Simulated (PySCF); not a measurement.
Cartesian coordinates (Å):
SMILES: F[Si](N)F
```xyz
6

N     -0.8527    -0.0137     0.1297
Si     0.7545     0.0572    -0.4437
F      1.4698     1.2577     0.3271
F      1.4567    -1.3147    -0.0296
H     -1.4191    -0.8165    -0.1071
H     -1.4092     0.8299     0.1236
```
Charge 0, spin multiplicity 2.

**Question.** What is the computed highest occupied spin orbital, total energy and dipole moment (r2SCAN-D4/def2-TZVP (PySCF))?

**Answer.** 
```yaml
highest_occupied_spin_orbital: -5.49 eV
total_energy: -545.2446 Ha
dipole_moment: 2.84 D
```
